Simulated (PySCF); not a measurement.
**Correlation energy of K⁺ (potassium, charge +1)**

Starting occupation: [Ar]. All numbers are calculated (PySCF 2.14, X2C-1e with screened-nucleus spin-orbit coupling, Gaussian nucleus, in x2c-TZVPall-2c with one added diffuse shell each of s, p, d type (7s7p4d, 48 functions)). Frozen: [Ne]; 8 electrons correlated.

MP2 pair energies summed by pair of shells (mhartree):

| pair | energy | share (%) |
| --- | --- | --- |
| 3p3/2-3p3/2 | -57.47 | 37.3 |
| 3p1/2-3p3/2 | -55.88 | 36.3 |
| 3p1/2-3p1/2 | -14.73 | 9.6 |
| 3p3/2-3s1/2 | -12.89 | 8.4 |
| 3s1/2-3s1/2 | -6.65 | 4.3 |
| 3p1/2-3s1/2 | -6.42 | 4.2 |

Total MP2 correlation energy: -154.05 mhartree.

This basis was not built for core-valence correlation, so the inner-shell part is incomplete.
